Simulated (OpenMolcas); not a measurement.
## Te⁴⁺: effect of the basis set

- Program: OpenMolcas
- Method: MS-CASPT2, IPEA 0.25 Eh, imaginary shift 0.1 Eh (closed shells correlated: 4d)
- Active space: 2 electrons in 4 orbitals (5s 5p)
- State averaging: 2S+1 = 3 even, 3 roots; 2S+1 = 1 even, 7 roots; 2S+1 = 3 odd, 3 roots; 2S+1 = 1 odd, 3 roots
- Spin-orbit coupling: state interaction with AMFI integrals over the reference wave functions, term energies averaged over their components

A. ANO-R1 [6s5p3d1f], X2C, finite nucleus; CASPT2 step roughly 1.7 core-seconds
B. ANO-RCC-VDZP [6s5p3d1f], DKH2, point nucleus; CASPT2 step roughly 2.8 core-seconds
C. ANO-RCC-VTZP [7s6p4d2f1g], DKH2, point nucleus; CASPT2 step roughly 1.8 core-seconds
D. ANO-R2 [7s6p4d2f1g], X2C, finite nucleus; CASPT2 step of the order of 3 core-seconds
E. ANO-RCC-VQZP [8s7p5d3f2g], DKH2, point nucleus; CASPT2 step about 5 core-seconds
F. ANO-R3 [8s7p5d4f3g2h], X2C, finite nucleus; CASPT2 step about 9 core-seconds

Energies in cm-1 above 5s2 1S0, the measured ground level; measured values from Moore, Atomic Energy Levels, vol. III, NSRDS-NBS 35 (1971 reprint of NBS Circular 467, 1958).

| Level | A | B | C | D | E | F | Measured |
| --- | --- | --- | --- | --- | --- | --- | --- |
| 5s2 1S0 | 0.0 | 0.0 | 0.0 | 0.0 | 0.0 | 0.0 | 0.0 |
| 5s 5p 3P* 0 | 71550 | 73870 | 75150 | 75450 | 75900 | 76480 |  |
| 5s 5p 3P* 1 | 74310 | 76510 | 77870 | 78060 | 78420 | 79000 |  |
| 5s 5p 3P* 2 | 81670 | 83560 | 85050 | 84920 | 85040 | 85650 |  |
| 5s 5p 1P* 1 | 108350 | 109730 | 109880 | 109750 | 109990 | 110000 | 111707 |
| 5p2 3P0 | 168330 | 173640 | 176060 | 176240 | 177150 | 178070 | 176248 |
| 5p2 3P1 | 173830 | 178910 | 181560 | 181430 | 182150 | 183160 | 182419 |
| 5p2 1S0 | 208370 | 212660 | 212600 | 212450 | 212500 | 212840 |  |

Deviations, from unrounded energies. A percentage is the sum of absolute deviations over the sum of measured energies, with the sign that they share, or ± where signs differ.

```csv
Against measurement,Levels,A,B,C,D,E,F
mean absolute deviation (cm-1),3,6600,2700,960,980,960,1400
other configurations (%),3,-4.2,-1.7,-0.6,-0.6,±0.6,±0.9
```

C, D, E lie about equally close to measurement and A furthest from it. The largest miss of C in the table is 5s 5p 1P* 1, by -1800 cm-1. The ranking rests on the paired levels alone, and a cruder setting can come out closer through cancelling errors.

Among A to F the level of the table that moves most is 5p2 3P0, by 9700 cm-1 (lowest in A, highest in F). Moves below CASPT2's spread within the term are not significant.

Over all roots computed the reference weight is 0.90 to 0.95 in C, 0.89 to 0.95 in D, 0.89 to 0.95 in E, 0.89 to 0.95 in F; the roots of lowest weight are the least certain, and an intruder state may touch them. The ¹D term of p² mixes with s d, which this space lacks. The basis is small and was not contracted for so high a charge (holds for A; B). Measured partners are found by configuration, term and J. A level has none where our copy of the source lacks it or the pairing is in doubt (some pairs that miss far off the trend of their configuration count as doubtful), and it then counts in no deviation. Only configurations of the active space appear. Levels that lie high or do not pair safely by name in every column are left out.

* marks odd parity.
